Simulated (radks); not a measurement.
The hydrogen anion H-, [He], held by a Watson sphere: a shell of charge +1 at radius R that stands for the Madelung well of a crystal (potential energy -1/R inside, -1/r outside, in hartree with lengths in bohr). Calculated with a radial shooting solver on a logarithmic mesh with Libxc functionals: scalar-relativistic Kohn-Sham, PBEsol, spin-polarised, spherical densities, finite nucleus; Fermi nuclear charge, rms radius of each element as measured or else 0.836 A^(1/3) + 0.57 fm. Response by self-consistent Sternheimer equations with the Hartree and adiabatic LDA kernel, the relativistic mass of each level held fixed and spin-orbit coupling left out. The sphere does not respond.

R (bohr)  e(1s) (eV)  <r> 1s (bohr)  sum of <r^2> (bohr^2)  X-ray form factor at sin(theta)/lambda = 0.3 1/angstrom  alpha (bohr^3)
1.47          -8.123          1.614                  6.892                                                    0.418           9.847
2.1           -6.555          1.843                  9.042                                                    0.318           16.73
2.83          -5.288          2.051                  11.37                                                    0.274           26.98
3.28          -4.687          2.154                  12.69                                                    0.263           34.46
3.32          -4.639          2.162                  12.81                                                    0.263           35.17
